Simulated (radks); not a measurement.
Question: Valence configurations of Cd I (all share [Kr]). Calculated with a radial shooting solver on a logarithmic mesh with Libxc functionals: Dirac Kohn-Sham, PBE, spin-unpolarised, spherical densities, point nucleus; open shells fill j = l - 1/2 first. Order these by energy: 4d10 5s1 5p1; 4d9 5s0.5 5p2.5; 4d9 5s1.5 5p1.5; 4d9.5 5s2 5p0.5; 4d10 5p2; 4d10 5s1.5 5p0.5; 4d9 5s2 5p1; 4d9.5 5s1.5 5p1; 4d10 5s2; 4d8 5s2 5p2.

Answer: From the lowest, in eV above it: 4d10 5s2 0.000; 4d10 5s1.5 5p0.5 2.217; 4d10 5s1 5p1 4.517; 4d9.5 5s2 5p0.5 5.576; 4d9.5 5s1.5 5p1 8.024; 4d10 5p2 9.324; 4d9 5s2 5p1 12.152; 4d9 5s1.5 5p1.5 14.807; 4d9 5s0.5 5p2.5 20.444; 4d8 5s2 5p2 28.280. NIST lists [Kr] 4d10 5s2 as the ground configuration; this level of theory agrees among the configurations tried. The energies are those of spherical spin-averaged densities, not of single terms.
